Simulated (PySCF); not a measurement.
Species: C6H8FN.
Structure used (PBE0-D3(BJ)/def2-SVP), in Å, numbered top down from 1:
```
atom  x, y, z in Å
N1     0.179   -0.773   -3.113
C2     0.507   -0.438   -2.054
C3     0.894   -0.026   -0.708
C4     0.516   -1.107    0.333
C5    -0.884   -0.694    0.773
C6    -0.750    0.811    0.918
F7    -0.065    1.077    2.092
C8     0.113    1.246   -0.264
H9     1.981    0.149   -0.723
H10    1.205   -1.031    1.186
H11    0.579   -2.126   -0.071
H12   -1.623   -0.923   -0.013
H13   -1.218   -1.163    1.709
H14   -1.713    1.344    0.971
H15    0.789    2.052    0.054
H16   -0.506    1.636   -1.083
```

Level: PBE0/def2-SVPD in PySCF, non-relativistic, on one gas-phase PBE0-D3(BJ)/def2-SVP geometry that isn't relaxed in the solvent. The solvent is an IEF-PCM continuum (cavity from Bondi-type radii × 1.2). Only the electrostatic response of the medium enters.

Gas phase at PBE0/def2-SVPD: HOMO -9.28 eV, LUMO 0.24 eV, dipole 2.49 D.

**Question.** What does the continuum do to the energy, the frontier levels and the dipole at PBE0/def2-SVPD in tetrahydrofuran and acetone?

**Answer.** 
```tsv
solvent	ε	E(solvent) − E(gas) (kcal/mol)	polarisation term (kcal/mol)	distortion of the solute (kcal/mol)	HOMO (eV)	LUMO (eV)	dipole (D)
tetrahydrofuran	7.426	-6.76	-7.87	1.11	-9.27	0.45	3.09
acetone	20.49	-7.77	-9.25	1.48	-9.27	0.47	3.18
```

The polarisation term is half the interaction of the solute with the surface charges that it induces; the rest is the cost of distorting the solute's density. The sum is the electrostatic part of solvation alone. The atom shares or the degeneracy of the HOMO differ from the gas phase in tetrahydrofuran and acetone, so that column needn't follow one orbital. From tetrahydrofuran to acetone the lowering changes by a factor 1.15, Onsager's factor (ε − 1)/(2ε + 1) by 1.15 and ε itself by 2.8.

**Question.** Which radius a makes the point-dipole formula ΔE = −[(ε − 1)/(2ε + 1)]·μ²/a³ give the value in acetone, with the gas-phase dipole?

**Answer.** μ = 0.979 au and |ΔE| = 0.01239 Eh give a = 1.75 Å; the farthest nucleus lies 3.21 Å from the centroid of the nuclei, so such a sphere wouldn't even hold the nuclei. The formula assumes a rigid point dipole at the centre of a sphere.

**Question.** Give the dipole vector in the frame of the coordinates (D, pointing from negative to positive charge), gas and acetone.

**Answer.** Gas (0.05, 0.64, 2.40), solvent (0.15, 0.90, 3.05). Its length changes by +28 % and its direction by 2°.

**Question.** How does the static polarisability (PBE0/def2-SVPD, frozen core, with the continuum's full static response) change?

**Answer.** 
| medium | isotropic (au) | principal values (au) | ⟨r²⟩ of the electrons (bohr²) |
| --- | --- | --- | --- |
| gas | 71.1 | 63.6, 66.5, 83.2 | 962.5 |
| tetrahydrofuran | 90.2 | 81.5, 84.4, 104.7 | 964.4 |
| acetone | 93.9 | 85.3, 87.9, 108.6 | 964.7 |

The isotropic value in acetone is 1.32 times the gas-phase one; no cavity-field correction is applied. ⟨r²⟩ is taken about the centre of nuclear charge.

Hardware: one thread, Intel Xeon Platinum 8488C (x86_64) (shared host). Cost: 37 s wall, 1.1 GiB resident at most. This is the whole response run at PBE0/def2-SVPD in acetone, SCF included.
